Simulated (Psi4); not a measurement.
Job for Psi4: SAPT0/jun-cc-pV(D+d)Z on C2H3FO2 (a complex).

```
memory 2025 MB

molecule dimer {
0 1
O     1.13825038   -0.00233476   -0.24024359
C     0.08025441   -0.03368116    0.23001031
O    -0.99127131   -0.06134121    0.67618702
--
0 1
C     0.06367359   -0.46704973    3.84139170
F     1.04058669   -0.38204433    2.84936005
H    -0.91534085   -0.39930966    3.36822254
H     0.17438524   -1.42231349    4.35483831
H     0.20761282    0.35738842    4.54002661
units angstrom
symmetry c1
no_reorient
no_com
}

set {
  basis jun-cc-pV(D+d)Z
  scf_type df
  freeze_core true
}

energy('sapt0')
```

The log:

```
[...]
==> Input File <==

--------------------------------------------------------------------------
memory 2025 MB

molecule dimer {
0 1
O     1.13825038   -0.00233476   -0.24024359
C     0.08025441   -0.03368116    0.23001031
O    -0.99127131   -0.06134121    0.67618702
--
0 1
C     0.06367359   -0.46704973    3.84139170
F     1.04058669   -0.38204433    2.84936005
H    -0.91534085   -0.39930966    3.36822254
H     0.17438524   -1.42231349    4.35483831
H     0.20761282    0.35738842    4.54002661
units angstrom
symmetry c1
no_reorient
no_com
}

set {
  basis jun-cc-pV(D+d)Z
  scf_type df
  freeze_core true
}

energy('sapt0')
--------------------------------------------------------------------------


   => Loading Basis Set <=

    Name: JUN-CC-PV(D+D)Z
    Role: ORBITAL
    Keyword: BASIS
    atoms 1, 3 entry O          line   256 file jun-cc-pv_dpd_z.gbs
    atoms 2, 4 entry C          line   188 file jun-cc-pv_dpd_z.gbs
    atoms 5    entry F          line   290 file jun-cc-pv_dpd_z.gbs
    atoms 6-8  entry H          line    60 file jun-cc-pv_dpd_z.gbs

   => Loading Basis Set <=

    Name: JUN-CC-PV(D+D)Z
    Role: ORBITAL
    Keyword: BASIS
    atoms 1, 3 entry O          line   256 file jun-cc-pv_dpd_z.gbs
    atoms 2, 4 entry C          line   188 file jun-cc-pv_dpd_z.gbs
    atoms 5    entry F          line   290 file jun-cc-pv_dpd_z.gbs
    atoms 6-8  entry H          line    60 file jun-cc-pv_dpd_z.gbs


  //>>>>>>>>>>>>>>>>>>>>>>>>>>>>>>>>>>>//
  //              Dimer HF             //
  //<<<<<<<<<<<<<<<<<<<<<<<<<<<<<<<<<<<//

   => Libint2 <=

    Primary   basis highest AM E, G, H:  7, 6, 3
    Auxiliary basis highest AM E, G, H:  7, 7, 4
    Onebody   basis highest AM E, G, H:  -, -, -
    Solid Harmonics ordering:            Gaussian


   => Loading Basis Set <=

    Name: JUN-CC-PV(D+D)Z
    Role: ORBITAL
    Keyword: BASIS
    atoms 1, 3 entry O          line   256 file jun-cc-pv_dpd_z.gbs
    atoms 2, 4 entry C          line   188 file jun-cc-pv_dpd_z.gbs
    atoms 5    entry F          line   290 file jun-cc-pv_dpd_z.gbs
    atoms 6-8  entry H          line    60 file jun-cc-pv_dpd_z.gbs


         ---------------------------------------------------------
                                   SCF
               by Justin Turney, Rob Parrish, Andy Simmonett
                          and Daniel G. A. Smith
                              RHF Reference
                        1 Threads,   1931 MiB Core
         ---------------------------------------------------------

  ==> Geometry <==

    Molecular point group: c1
    Full point group: C1

    Geometry (in Angstrom), charge = 0, multiplicity = 1:

       Center              X                  Y                   Z               Mass
    ------------   -----------------  -----------------  -----------------  -----------------
         O            1.138250380000    -0.002334760000    -0.240243590000    15.994914619570
         C            0.080254410000    -0.033681160000     0.230010310000    12.000000000000
         O           -0.991271310000    -0.061341210000     0.676187020000    15.994914619570
         C            0.063673590000    -0.467049730000     3.841391700000    12.000000000000
         F            1.040586690000    -0.382044330000     2.849360050000    18.998403162730
         H           -0.915340850000    -0.399309660000     3.368222540000     1.007825032230
         H            0.174385240000    -1.422313490000     4.354838310000     1.007825032230
         H            0.207612820000     0.357388420000     4.540026610000     1.007825032230

  Running in c1 symmetry.

  Rotational constants: A =      0.31089  B =      0.04165  C =      0.03699 [cm^-1]
  Rotational constants: A =   9320.35471  B =   1248.61010  C =   1108.90562 [MHz]
  Nuclear repulsion =  158.290488274480737

  Charge       = 0
  Multiplicity = 1
  Electrons    = 40
  Nalpha       = 20
  Nbeta        = 20

  ==> Algorithm <==

  SCF Algorithm Type is DF.
  DIIS enabled.
  MOM disabled.
  Fractional occupation disabled.
  Guess Type is SAD.
  Energy threshold   = 1.00e-08
  Density threshold  = 1.00e-08
  Integral threshold = 1.00e-12

  ==> Primary Basis <==

  Basis Set: JUN-CC-PV(D+D)Z
    Blend: JUN-CC-PV(D+D)Z
    Number of shells: 49
    Number of basis functions: 105
    Number of Cartesian functions: 110
    Spherical Harmonics?: true
    Max angular momentum: 2

   => Loading Basis Set <=

    Name: (JUN-CC-PV(D+D)Z AUX)
    Role: JKFIT
    Keyword: DF_BASIS_SCF
    atoms 1, 3 entry O          line   258 file jun-cc-pvdz-jkfit.gbs
    atoms 2, 4 entry C          line   146 file jun-cc-pvdz-jkfit.gbs
    atoms 5    entry F          line   314 file jun-cc-pvdz-jkfit.gbs
    atoms 6-8  entry H          line    70 file jun-cc-pvdz-jkfit.gbs

  ==> Integral Setup <==

  DFHelper Memory: AOs need 0.041 GiB; user supplied 1.414 GiB.
  SCF_SUBTYPE=INCORE selected. In-core MEM_DF algorithm will be used.
  Using in-core AOs.

  ==> MemDFJK: Density-Fi
[...]
etics <=

    Nuclear Repulsion Energy =             37.1700664965300476
    One-Electron Energy =                -265.8936802202622403
    Two-Electron Energy =                  89.6704691819984703
    Total Energy =                       -139.0531445417337295

Computation Completed


Properties will be evaluated at   0.000000,   0.000000,   0.000000 [a0]

Properties computed using the SCF density matrix


 Multipole Moments:

 ------------------------------------------------------------------------------------
     Multipole            Electronic (a.u.)      Nuclear  (a.u.)        Total (a.u.)
 ------------------------------------------------------------------------------------

 L = 1.  Multiply by 2.5417464519 to convert [e a0] to [Debye]
 Dipole X            :        -18.0406554           17.4118968           -0.6287586
 Dipole Y            :         14.5053641          -14.5602114           -0.0548473
 Dipole Z            :       -114.5500869          115.1895374            0.6394505
 Magnitude           :                                                    0.8984668

 ------------------------------------------------------------------------------------

  Constructing Basis Sets for SAPT...

   => Loading Basis Set <=

    Name: (JUN-CC-PV(D+D)Z AUX)
    Role: RIFIT
    Keyword: DF_BASIS_SAPT
    atoms 1, 3 entry O          line   188 file jun-cc-pvdz-ri.gbs
    atoms 2, 4 entry C          line   100 file jun-cc-pvdz-ri.gbs
    atoms 5    entry F          line   232 file jun-cc-pvdz-ri.gbs
    atoms 6-8  entry H          line    30 file jun-cc-pvdz-ri.gbs

   => Loading Basis Set <=

    Name: (JUN-CC-PV(D+D)Z AUX)
    Role: JKFIT
    Keyword: DF_BASIS_ELST
    atoms 1, 3 entry O          line   258 file jun-cc-pvdz-jkfit.gbs
    atoms 2, 4 entry C          line   146 file jun-cc-pvdz-jkfit.gbs
    atoms 5    entry F          line   314 file jun-cc-pvdz-jkfit.gbs
    atoms 6-8  entry H          line    70 file jun-cc-pvdz-jkfit.gbs


  //>>>>>>>>>>>>>>>>>>>>>>>>>>>>>>>>>>>//
  //               SAPT0               //
  //<<<<<<<<<<<<<<<<<<<<<<<<<<<<<<<<<<<//



        SAPT0
    Ed Hohenstein
     6 June 2009

      Orbital Information
  --------------------------
    NSO        =       105
    NMO        =       105
    NRI        =       367
    NRI (Elst) =       464
    NOCC A     =        11
    NOCC B     =         9
    FOCC A     =         3
    FOCC B     =         2
    NVIR A     =        94
    NVIR B     =        96

    Elst10,r            =    -0.005384872718 [Eh]
    Exch10              =     0.004174399768 [Eh]
    Exch10 (S^2)        =     0.004168281000 [Eh]

    Maxiter = 50
    CPHF R converge = 1.000000E-08

    Iter     Energy [mEh]          dE [mEh]         Residual      Time [s]
       1      -0.58177900       0.581778998     5.915449e-03             0
       2      -0.60270362       0.020924624     1.923667e-03             0
       3      -0.64968833       0.046984704     5.351305e-04             0
       4      -0.65182433       0.002136006     1.956130e-04             0
       5      -0.65053942      -0.001284909     7.110112e-05             0
       6      -0.64997873      -0.000560696     1.812028e-05             0
       7      -0.65015861       0.000179882     5.465713e-06             0
       8      -0.65016113       0.000002522     1.457597e-06             0
       9      -0.65014955      -0.000011578     4.462378e-07             0
      10      -0.65015314       0.000003591     1.495595e-07             0
      11      -0.65015254      -0.000000602     4.141240e-08             0
      12      -0.65015255       0.000000007     8.421471e-09             0

    CHF Iterations converged

    Maxiter = 50
    CPHF R converge = 1.000000E-08

    Iter     Energy [mEh]          dE [mEh]         Residual      Time [s]
       1      -0.69690093       0.696900928     4.468696e-03             0
       2      -0.88382831       0.186927383     1.349843e-03             0
       3      -0.88775493       0.003926618     4.899829e-04             0
       4      -0.88288708      -0.004867851     8.881122e-05             0
       5      -0.88308427       0.000197193     2.326638e-05             0
       6      -0.88317930       0.000095024     6.010957e-06             0
       7      -0.88316889      -0.000010404     1.579453e-06             0
       8      -0.88316267      -0.000006225     2.475642e-07             0
       9      -0.88316390       0.000001233     4.423487e-08             0
      10      -0.88316376      -0.000000137     8.598019e-09             0

    CHF Iterations converged

    Ind20,r (A<-B)      =    -0.000650152550 [Eh]
    Ind20,r (B<-A)      =    -0.000883163763 [Eh]
    Ind20,r             =    -0.001533316313 [Eh]
    Exch-Ind20,r (A<-B) =     0.000410521175 [Eh]
    Exch-Ind20,r (B<-A) =     0.000623709244 [Eh]
    Exch-Ind20,r        =     0.001034230420 [Eh]
    Disp20              =    -0.002114013733 [Eh]
    Disp20 (SS)         =    -0.001057006866 [Eh]
    Disp20 (OS)         =    -0.001057006866 [Eh]
    Exch-Disp20         =     0.000228255664 [Eh]
    Exch-Disp20 (SS)    =     0.000120551086 [Eh]
    Exch-Disp20 (OS)    =     0.000107704578 [Eh]

    SAPT Results
  --------------------------------------------------------------------------------------------------------
    Electrostatics                 -5.38487272 [mEh]      -3.37905865 [kcal/mol]     -14.13798137 [kJ/mol]
      Elst10,r                     -5.38487272 [mEh]      -3.37905865 [kcal/mol]     -14.13798137 [kJ/mol]

    Exchange                        4.17439977 [mEh]       2.61947540 [kcal/mol]      10.95988508 [kJ/mol]
      Exch10                        4.17439977 [mEh]       2.61947540 [kcal/mol]      10.95988508 [kJ/mol]
      Exch10(S^2)                   4.16828100 [mEh]       2.61563582 [kcal/mol]      10.94382026 [kJ/mol]

    Induction                      -0.71973287 [mEh]      -0.45163919 [kcal/mol]      -1.88965839 [kJ/mol]
      Ind20,r                      -1.53331631 [mEh]      -0.96217051 [kcal/mol]      -4.02572142 [kJ/mol]
      Exch-Ind20,r                  1.03423042 [mEh]       0.64898939 [kcal/mol]       2.71537159 [kJ/mol]
      delta HF,r (2)               -0.22064698 [mEh]      -0.13845807 [kcal/mol]      -0.57930856 [kJ/mol]

    Dispersion                     -1.88575807 [mEh]      -1.18333105 [kcal/mol]      -4.95105713 [kJ/mol]
      Disp20                       -2.11401373 [mEh]      -1.32656365 [kcal/mol]      -5.55034229 [kJ/mol]
      Exch-Disp20                   0.22825566 [mEh]       0.14323259 [kcal/mol]       0.59928516 [kJ/mol]
      Disp20 (SS)                  -1.05700687 [mEh]      -0.66328182 [kcal/mol]      -2.77517115 [kJ/mol]
      Disp20 (OS)                  -1.05700687 [mEh]      -0.66328182 [kcal/mol]      -2.77517115 [kJ/mol]
      Exch-Disp20 (SS)              0.12055109 [mEh]       0.07564695 [kcal/mol]       0.31650683 [kJ/mol]
      Exch-Disp20 (OS)              0.10770458 [mEh]       0.06758564 [kcal/mol]       0.28277833 [kJ/mol]

  Total HF                         -1.93020582 [mEh]      -1.21122244 [kcal/mol]      -5.06775468 [kJ/mol]
  Total SAPT0                      -3.81596389 [mEh]      -2.39455349 [kcal/mol]     -10.01881181 [kJ/mol]

  Special recipe for scaled SAPT0 (see Manual):
    Electrostatics sSAPT0          -5.38487272 [mEh]      -3.37905865 [kcal/mol]     -14.13798137 [kJ/mol]
    Exchange sSAPT0                 4.17439977 [mEh]       2.61947540 [kcal/mol]      10.95988508 [kJ/mol]
    Induction sSAPT0               -0.71517163 [mEh]      -0.44877697 [kcal/mol]      -1.87768285 [kJ/mol]
    Dispersion sSAPT0              -1.88475140 [mEh]      -1.18269936 [kcal/mol]      -4.94841411 [kJ/mol]
  Total sSAPT0                     -3.81039598 [mEh]      -2.39105958 [kcal/mol]     -10.00419326 [kJ/mol]
  --------------------------------------------------------------------------------------------------------



*** Psi4 exiting successfully. Buy a developer a beer!
```

The run finished.

Cost: about 4 core-seconds (a rough figure).
